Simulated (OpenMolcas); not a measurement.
**Pt2+: ligand-field states by method**

Pt2+ with 6 ligands (water) in octahedral coordination (Th) at 2.16 Å. Ligand basis ANO-RCC-VDZP.
```
Pt    0.0000    0.0000    0.0000
O     2.1600    0.0000    0.0000
H     2.7370    0.7797    0.0000
H     2.7370   -0.7797    0.0000
O     0.0000    2.1600    0.0000
H     0.0000    2.7370    0.7797
H     0.0000    2.7370   -0.7797
O    -2.1600    0.0000    0.0000
H    -2.7370    0.7797    0.0000
H    -2.7370   -0.7797    0.0000
O     0.0000   -2.1600    0.0000
H     0.0000   -2.7370    0.7797
H     0.0000   -2.7370   -0.7797
O     0.0000    0.0000    2.1600
H     0.7797    0.0000    2.7370
H    -0.7797    0.0000    2.7370
O     0.0000    0.0000   -2.1600
H     0.7797    0.0000   -2.7370
H    -0.7797    0.0000   -2.7370
```

```
Program             : OpenMolcas
Basis               : ANO-RCC-VDZP [7s6p4d2f]
Scalar Hamiltonian  : DKH2, point nucleus
Active space        : 8 electrons in 5 orbitals (5d)
State averaging     : 2S+1 = 3 even, 10 roots; 2S+1 = 1 even, 15 roots
Spin-orbit coupling : state interaction with AMFI integrals over the reference wave functions
```

I. CASSCF
II. SS-CASPT2, IPEA 0.25 Eh, imaginary shift 0.1 Eh (closed shells correlated: 5s 5p and the ligand valence shells)

Spin-free states (labels of O, taken over from Oh, the nearest higher group) in cm-1, each column counted from its own energy of the first state listed:

```csv
State,Degeneracy,I,II
3A2,1,0,0
1E,2,12324,9030
3T2,3,17818,19400
1A1,1,21941,17860
3T1,3,25453,26060
1T2,3,29909,28610
1T1,3,33346,32460
3T1,3,39776,41890
1E,2,49428,50700
1T2,3,49604,50870
1A1,1,68821,65820
```

From I to II, I's first state of the same spin (3T2) moves from 17818 to 19400 cm-1, by about +1600 cm-1.

From I to II, I's first state of another spin (1E) moves from 12324 to 9030 cm-1, by about -3300 cm-1.

I: A least-squares ligand-field fit to the states below 45000 cm-1, each weighted by its degeneracy and with a free common offset, gives 10Dq = 17805 cm-1, B = 782 cm-1 and C = 3097 cm-1 (C/B = 3.96), with an rms deviation of 35 cm-1. The same method and metal basis give the free ion B = 847 cm-1 (fit to its terms below 60000 cm-1, rms deviation 6 cm-1), so the nephelauxetic ratio is β = 782 / 847 = 0.92; it hangs on how both fits weigh the states, and computed free-ion B values tend to be too large, so β mixes covalency with correlation.

χT at 300 K: I 1.69, II 1.64 cm3 K/mol.

The states above are spin-free; spin-orbit coupling is strong here and shifts and splits them by thousands of cm-1.

Roots that are degenerate in the reference are averaged as groups; the widest CASPT2 spread within a group is 510 cm-1 (the 3-fold group of multiplicity 1 near 28600 cm-1 above the lowest state of its run, II). Shifts and gaps below about the spread of the groups concerned are not significant. Over all roots computed the reference weight is 0.69 in II; a low but even weight reflects the number of correlated electrons. Real 4d8 and 5d8 ions are as a rule square planar and diamagnetic. Ligand-to-metal charge-transfer states are missing. With no ligand orbital active B as a rule stays too high, so bands that hang on it stand too high and its fall with covalency is understated. Without dynamic correlation the repulsion within the d shell is too large (B by tens of per cent), so at a given field states of lower spin stand too high (holds for I). With metal d orbitals alone the field can be off either way by tens of per cent (holds for I). With one d shell and no ligand orbital active, 10Dq can be off by a tenth or more (holds for II). No measured value stands beside these numbers; the geometry was imposed, not optimised, and the real ion may take another.
